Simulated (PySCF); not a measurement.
First SCF of a structure search on singlet GeH₄, at a hand-made square planar geometry. PySCF input:

```python
from pyscf import gto, scf, dft
mol = gto.M(atom='''
Ge     0.000000     0.000000     0.000000
H      1.530000     0.000000     0.000000
H      0.000000     1.530000     0.000000
H     -1.530000     0.000000     0.000000
H     -0.000000    -1.530000     0.000000''',
    basis={'Ge': 'def2-TZVP', 'H': 'def2-TZVP'},
    charge=0, spin=0)
mf = dft.RKS(mol, xc='PBE')
mf.grids.atom_grid = (50, 194)
aux = {'Ge': 'def2-universal-JKFIT', 'H': 'def2-universal-JKFIT'}
mf = mf.density_fit(auxbasis=aux)
mf.conv_tol = 1e-08
mf.diis_space = 10
mf.max_cycle = 60
mf.init_guess = 'minao'
mf.verbose = 4
mf.kernel()
```

Excerpt of the output (cycles and frontier levels); where DIIS stalls, ADIIS, DIIS with a small level shift and a second-order solver take over in turn:

```
init E= -2078.29366211827
  HOMO = -0.207526725371179  LUMO = -0.15089716468824  gap/eV = 1.54097
cycle= 1 E= -2078.83178135786  delta_E= -0.538  |g|= 0.865  |ddm|= 1.72
  HOMO = -0.198320454702807  LUMO = -0.157633472640078  gap/eV = 1.10715
cycle= 2 E= -2078.56667805446  delta_E= 0.265  |g|= 1.38  |ddm|= 2.05
  HOMO = -0.173815720074659  LUMO = -0.12687134568336  gap/eV = 1.27742
cycle= 3 E= -2078.88028786048  delta_E= -0.314  |g|= 0.192  |ddm|= 2.05
  HOMO = -0.170268052034772  LUMO = -0.160861223642367  gap/eV = 0.25597
cycle= 4 E= -2078.8934329916  delta_E= -0.0131  |g|= 0.0361  |ddm|= 0.261
  HOMO = -0.166527080745091  LUMO = -0.161987747708744  gap/eV = 0.12352
cycle= 5 E= -2078.75237766538  delta_E= 0.141  |g|= 0.354  |ddm|= 1.86
  HOMO = -0.168662911745312  LUMO = -0.16381456387607  gap/eV = 0.13193
cycle= 6 E= -2078.89364501581  delta_E= -0.141  |g|= 0.0286  |ddm|= 1.87
  HOMO = -0.168964733762281  LUMO = -0.16505128126463  gap/eV = 0.10649
... 97 lines left out ...
  HOMO = -0.172761542840307  LUMO = -0.160646741602432  gap/eV = 0.32966
cycle= 56 E= -2078.7430549247  delta_E= -9.75e-05  |g|= 0.389  |ddm|= 0.000587
  HOMO = -0.172823235266433  LUMO = -0.160594962146563  gap/eV = 0.33275
cycle= 57 E= -2078.74293573625  delta_E= 0.000119  |g|= 0.389  |ddm|= 0.000807
  HOMO = -0.170781719037003  LUMO = -0.163319829096411  gap/eV = 0.20305
cycle= 58 E= -2078.74777203824  delta_E= -0.00484  |g|= 0.373  |ddm|= 0.0227
  HOMO = -0.175508017120183  LUMO = -0.160623950523384  gap/eV = 0.40502
cycle= 59 E= -2078.89257485541  delta_E= -0.145  |g|= 0.0591  |ddm|= 1.87
cycle= 60 E= -2078.75472952977  delta_E= 0.138  |g|= 0.348  |ddm|= 1.86
SCF not converged.
init E= -2078.29366211827
  HOMO = -0.207526725371179  LUMO = -0.15089716468824  gap/eV = 1.54097
cycle= 1 E= -2078.83178135786  delta_E= -0.538  |g|= 0.865  |ddm|= 1.72
  HOMO = -0.198320454702807  LUMO = -0.157633472640078  gap/eV = 1.10715
cycle= 2 E= -2078.56667805446  delta_E= 0.265  |g|= 1.38  |ddm|= 2.05
  HOMO = -0.16710296379958  LUMO = -0.155037861151667  gap/eV = 0.32831
cycle= 3 E= -2078.88134567018  delta_E= -0.315  |g|= 0.451  |ddm|= 1.93
  HOMO = -0.168341895036979  LUMO = -0.159496076073628  gap/eV = 0.24071
cycle= 4 E= -2078.74757344792  delta_E= 0.134  |g|= 0.466  |ddm|= 1.89
  HOMO = -0.166541424799259  LUMO = -0.159348285880715  gap/eV = 0.19574
cycle= 5 E= -2078.8867280455  delta_E= -0.139  |g|= 0.323  |ddm|= 1.89
cycle= 6 E= -2078.75077432101  delta_E= 0.136  |g|= 0.381  |ddm|= 1.89
  HOMO = -0.169452361177445  LUMO = -0.167474842249409  gap/eV = 0.05381
cycle= 7 E= -2078.8937119538  delta_E= -0.143  |g|= 0.0501  |ddm|= 1.86
cycle= 8 E= -2078.75734119127  delta_E= 0.136  |g|= 0.331  |ddm|= 1.86
cycle= 9 E= -2078.8935367985  delta_E= -0.136  |g|= 0.0695  |ddm|= 1.87
cycle= 10 E= -2078.89389254529  delta_E= -0.000356  |g|= 0.0137  |ddm|= 0.0258
cycle= 11 E= -2078.7548564811  delta_E= 0.139  |g|= 0.348  |ddm|= 1.87
cycle= 12 E= -2078.89387906899  delta_E= -0.139  |g|= 0.0189  |ddm|= 1.87
cycle= 13 E= -2078.89390221709  delta_E= -2.31e-05  |g|= 0.0118  |ddm|= 0.00684
cycle= 14 E= -2078.75500454447  delta_E= 0.139  |g|= 0.347  |ddm|= 1.87
cycle= 15 E= -2078.893890339  delta_E= -0.139  |g|= 0.015  |ddm|= 1.87
cycle= 16 E= -2078.89389973929  delta_E= -9.4e-06  |g|= 0.0121  |ddm|= 0.00316
cycle= 17 E= -2078.86088642359  delta_E= 0.033  |g|= 0.184  |ddm|= 1.33
  HOMO = -0.167729061218849  LUMO = -0.165546441066859  gap/eV = 0.05939
cycle= 18 E= -2078.89379862934  delta_E= -0.0329  |g|= 0.0214  |ddm|= 1.33
cycle= 19 E= -2078.80531577077  delta_E= 0.0885  |g|= 0.291  |ddm|= 1.68
  HOMO = -0.167634956781146  LUMO = -0.166584968133699  gap/eV = 0.02857
cycle= 20 E= -2078.89387187941  delta_E= -0.0886  |g|= 0.0151  |ddm|= 1.68
SCF not converged.
init E= -2078.89387187941
  HOMO = -0.164468976921737  LUMO = -0.0702068430259057  gap/eV = 2.56500
cycle= 1 E= -2078.89394844756  delta_E= -7.66e-05  |g|= 0.0053  |ddm|= 0.0294
  HOMO = -0.165313704419213  LUMO = -0.068626626846318  gap/eV = 2.63099
cycle= 2 E= -2078.89395443285  delta_E= -5.99e-06  |g|= 0.00365  |ddm|= 0.0115
  HOMO = -0.165440592449339  LUMO = -0.0692717632859878  gap/eV = 2.61689
cycle= 3 E= -2078.89395684537  delta_E= -2.41e-06  |g|= 0.00186  |ddm|= 0.00356
  HOMO = -0.165401550191971  LUMO = -0.0692900674714174  gap/eV = 2.61533
cycle= 4 E= -2078.89395707887  delta_E= -2.34e-07  |g|= 0.000103  |ddm|= 0.000931
  HOMO = -0.165367767686998  LUMO = -0.0692598932656159  gap/eV = 2.61523
cycle= 5 E= -2078.89395708181  delta_E= -2.94e-09  |g|= 1.28e-05  |ddm|= 0.000177
  HOMO = -0.169257494700629  LUMO = -0.165369725695254  gap/eV = 0.10579
Extra cycle  E= -2078.75125720013  delta_E= 0.143  |g|= 0.361  |ddm|= 1.87
SCF not converged.
  HOMO = -0.226128977774412  LUMO = -0.0797348077587281  gap/eV = 3.98359
macro= 0  E= -2078.80161463194  delta_E= -0.0503574  |g|= 0.0174831  3 KF 9 JK
macro= 1  E= -2078.80161547341  delta_E= -8.41464e-07  |g|= 0.000222214  2 KF 6 JK
macro= 2  E= -2078.80161547341  delta_E= 0  |g|= 1.38343e-05  1 KF 2 JK
macro X = 3  E=-2078.80161547341  |g|= 1.38343e-05  total 7 KF 21 JK
converged SCF energy = -2078.80161547341
```

No lower solution of this spin was found by a stability analysis within the restricted form, which does not test spin polarisation.

The search for the lowest solution, with the stability check, took 10 s on 2 threads of a shared Arm Neoverse V2 host, with 72 basis functions; the process peaked at 0.31 GiB. Launch command: `OMP_NUM_THREADS=2 python axn.py task.json out`.
